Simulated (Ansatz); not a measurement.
The same path of C2H6O2SiSn (12 atoms, charge 0, multiplicity 1) was run 3 times with different band settings. The coordinate that changes most is the dihedral H7–O1–Si2–O3.

The calculation used Ansatz, RKS PBE/def2-SVP.

Relaxed end points:

```xyz
12
Properties=species:S:1:pos:R:3
O -1.963 -2.262 0.879
Si -1.598 -0.951 1.834
O -1.301 0.469 0.901
C -0.279 0.652 0.118
C 0.676 0.870 -0.633
Sn 2.282 1.228 -1.913
H -2.793 -2.219 0.371
H -2.737 -0.500 2.691
H -0.351 -1.313 2.564
H 2.277 2.894 -2.364
H 2.113 0.236 -3.317
H 3.752 0.840 -1.094
```

```xyz
12
Properties=species:S:1:pos:R:3
O -2.141 -2.053 0.842
Si -1.642 -0.870 1.897
O -1.333 0.619 1.074
C -0.358 0.737 0.220
C 0.557 0.863 -0.600
Sn 2.095 1.154 -1.978
H -1.467 -2.418 0.241
H -2.792 -0.548 2.781
H -0.366 -1.224 2.599
H 2.136 2.820 -2.423
H 1.796 0.173 -3.367
H 3.592 0.692 -1.251
```

Common settings: movable images 5; climbing image yes; spring 5.0 eV/Å²; start path IDPP; iteration limit 60; end points relaxed.

| run | optimiser | force threshold | largest step |
| --- | --- | --- | --- |
| 1 | quadratic models (default) | 0.05 eV/Å | default |
| 2 | lbfgs | 0.05 eV/Å | 0.02 Å |
| 3 | quadratic models (default) | 0.5 eV/Å | default |

**Question.** What does each run give, and how far can it be trusted?

**Answer.** Run 1: converged after 7 iterations, highest image 0.070 eV above the first end. A vibrational analysis at the climbing image gives one clearly imaginary mode, 326i cm⁻¹: a first-order saddle point.
Run 2: not converged after 60 iterations, highest image 0.077 eV above the first end. The band didn't meet its force threshold, so its energies are provisional: the largest band force was still 0.21 eV/Å, and over the last iterations the top stayed at 0.08 eV.
Run 3: converged after 2 iterations, highest image 0.116 eV above the first end. The threshold of 0.5 eV/Å is loose, so the images may lie well off the minimum-energy path. The order of the stationary point at the top wasn't checked.
